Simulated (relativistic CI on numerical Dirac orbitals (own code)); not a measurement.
## Hg XXIX: sensitivity of the levels to the model

Base calculation: Dirac-Coulomb-Breit CI, orbitals from a KLI potential per configuration, model QED (radiative potential, 1s self-energy scaled to tabulated hydrogen-like ionisation energies), unscaled Slater integrals.

Configurations in the expansion (outside the closed core [Ar] 3d10): 4s²4p⁶4d¹⁰4f⁶, 4s²4p⁶4d¹⁰4f⁵5s, 4s²4p⁶4d⁹4f⁷, 4s²4p⁶4d¹⁰4f⁴5s², 4s²4p⁶4d¹⁰4f⁵5p, 4s²4p⁶4d¹⁰4f⁴5s5p, 4s²4p⁵4d¹⁰4f⁷, 4s²4p⁶4d¹⁰4f⁵6p, 4p⁶4d¹⁰4f⁸. Levels of other configurations are missing.

Variants: (1) P86 correlation estimate; (2) Breit term removed; (3) only the first 3 configurations. Shifts of the energy above 4s²4p⁶4d¹⁰4f⁶ ⁵D0, in cm⁻¹, for the lowest level and the first level of each name with at least 55 % of one term (blank where a level changes its place among those of its configuration and J or its character, or is not in the variant):

| Level | Base | Δ(1) | Δ(2) | Δ(3) |
| --- | --- | --- | --- | --- |
| 4s²4p⁶4d¹⁰4f⁶ ⁵D0 | 0.0 | 0.0 | 0.0 | 0.0 |
| 4s²4p⁶4d¹⁰4f⁶ ⁷F1 | 17357.4 | -0.3 | +1792.9 | -275.7 |
| 4s²4p⁶4d¹⁰4f⁶ ⁷F2 | 31770.2 | -0.5 | +3151.1 | -319.6 |
| 4s²4p⁶4d¹⁰4f⁶ ⁷F3 | 42980.8 | -0.5 | +4077.4 | -279.8 |
| 4s²4p⁶4d¹⁰4f⁶ ⁷F4 | 51818.6 | -0.5 | +4800.6 | -229.1 |
| 4s²4p⁶4d¹⁰4f⁶ ⁷F5 | 58201.2 | -0.4 | +5318.0 | -180.3 |
| 4s²4p⁶4d¹⁰4f⁶ ⁵D2 | 100909.2 | +0.2 | +4409.5 | +202.4 |
| 4s²4p⁶4d¹⁰4f⁶ ⁵L8 | 114822.5 | -0.5 | +7201.7 | -432.4 |
| 4s²4p⁶4d¹⁰4f⁶ ⁵L9 | 121850.6 | -0.6 | +8312.7 | -547.5 |
| 4s²4p⁶4d¹⁰4f⁶ ⁵F1 | 137893.7 | +0.7 | +4231.2 | +1292.3 |
| 4s²4p⁶4d¹⁰4f⁶ ³O11 | 163032.2 | -1.0 | +10723.1 | -1228.7 |
| 4s²4p⁶4d¹⁰4f⁶ ³O12 | 167001.5 | -1.2 | +12088.6 | -1559.0 |

At this charge energies of transitions that change n are usually good to better than 1 %, and those within a shell (Δn = 0) to a few per cent. Terms inside the open d or f shell come out 10 to 20 % too wide with unscaled integrals.

Ionisation energy from the two ground configurations alone: base 977.3 eV; P86 correlation estimate 979.383 eV; Breit term removed 977.5 eV. The NIST ASD value (theoretical) is 990 eV.

LS names give the leading component of a level, which can be under half, so a name can repeat, a term be missing and a line seem to break the LS rules.
